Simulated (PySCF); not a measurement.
**Löwdin shares of the frontier orbitals**

Compound: SnEt(NMe2)3, C₈H₂₃N₃Sn.
Cartesian coordinates in Å at the PBE0-D3(BJ)/def2-SVP level; atoms count from 1:
```xyz
35
C8H23N3Sn angstrom
Sn    -0.072    0.089    0.299
C      0.006   -0.133    2.440
C      1.093   -1.110    2.869
H     -0.989   -0.458    2.785
H      0.176    0.872    2.858
H      1.147   -1.200    3.967
H      0.916   -2.120    2.466
H      2.088   -0.792    2.518
N      1.681    0.282   -0.716
C      2.376    1.539   -0.718
C      2.520   -0.864   -0.936
H      3.177    1.602    0.051
H      1.673    2.367   -0.537
H      2.862    1.725   -1.697
H      1.923   -1.789   -0.910
H      3.013   -0.813   -1.927
H      3.333   -0.966   -0.182
N     -1.014    1.828   -0.206
C     -2.019    2.398    0.647
C     -1.170    2.157   -1.598
H     -2.004    3.505    0.595
H     -1.845    2.127    1.701
H     -3.055    2.083    0.393
H     -0.351    1.721   -2.191
H     -2.129    1.802   -2.034
H     -1.137    3.255   -1.751
N     -0.798   -1.637   -0.525
C     -1.757   -2.440    0.181
C     -0.911   -1.722   -1.957
H     -2.816   -2.167   -0.028
H     -1.609   -2.370    1.270
H     -1.650   -3.510   -0.088
H     -0.137   -1.106   -2.441
H     -0.765   -2.764   -2.304
H     -1.898   -1.390   -2.345
```

The calculation used TDDFT CAM-B3LYP/def2-SVPD, vertical, gas phase, core orbitals frozen in the response, def2 core potentials past Kr (PySCF 2.14.0, density-fitted response routines). Spin–orbit coupling is left out.

Kohn–Sham orbitals with the atoms that hold most of them (Löwdin shares over 4%, at most four atoms; ? is withheld):

```json
{"orbital": "HOMO-3", "ε (eV)": "-9.33", "atoms": "C2 27%, Sn1 16%, C3 10%, N18 8%"}
{"orbital": "HOMO-2", "ε (eV)": "-7.69", "atoms": "N18 25%, N27 25%, N9 6%, Sn1 5%"}
{"orbital": "HOMO-1", "ε (eV)": "-7.07", "atoms": "N9 50%, C11 8%, C10 8%"}
{"orbital": "HOMO", "ε (eV)": "?", "atoms": "?"}
{"orbital": "LUMO", "ε (eV)": "0.84", "atoms": "?"}
{"orbital": "LUMO+1", "ε (eV)": "1.37", "atoms": "C3 12%, Sn1 10%, C19 6%, H8 6%"}
{"orbital": "LUMO+2", "ε (eV)": "1.54", "atoms": "C2 8%, Sn1 7%, C29 6%, C11 5%"}
```

(1) Which atoms hold the LUMO, and with what shares?

(2) Which atoms hold the HOMO, and with what shares?

(3) What is the HOMO energy, and the HOMO–LUMO gap?

Results:

(1) Sn1 (bonded to C and 3 N) 21%; C2 (bonded to C, Sn and 2 H) 8%; C3 (bonded to C and 3 H) 7%; H4 (bonded to C) 6%. By element: tin 21%, carbon 15% or more, hydrogen 6% or more.

(2) N27 (bonded to 2 C and Sn) 32%; N18 (bonded to 2 C and Sn) 30%; C28 (bonded to N and 3 H) 5%; C19 (bonded to N and 3 H) 5%. By element: nitrogen 62% or more, carbon 10% or more.

(3) ε(HOMO) = -6.95 eV; the gap is 7.79 eV (0.2864 hartree).

Problem. The HOMO–LUMO gap is 7.79 eV. Where does the response calculation put the lowest singlet, and from which orbitals?

Solution. S1 is at 4.92 eV (f = 0.021), 2.87 eV below the gap, made of HOMO→LUMO (66%), HOMO→LUMO+1 (11%), HOMO→LUMO+4 (10%). 

Next come S2 at 5.14 eV (f 0.015), HOMO-1→LUMO (62%), HOMO-1→LUMO+4 (17%); S3 at 5.46 eV (f 0.0057), HOMO-2→LUMO (47%), HOMO-1→LUMO+1 (15%), HOMO→LUMO+3 (10%); S4 at 5.68 eV (f 0.020), HOMO→LUMO+2 (40%), HOMO→LUMO+1 (36%), HOMO→LUMO+4 (12%); S5 at 5.81 eV (f 0.046), HOMO-1→LUMO+2 (61%).

Löwdin shares depend on the basis, the more so with diffuse functions.

One conformer stands for the species.
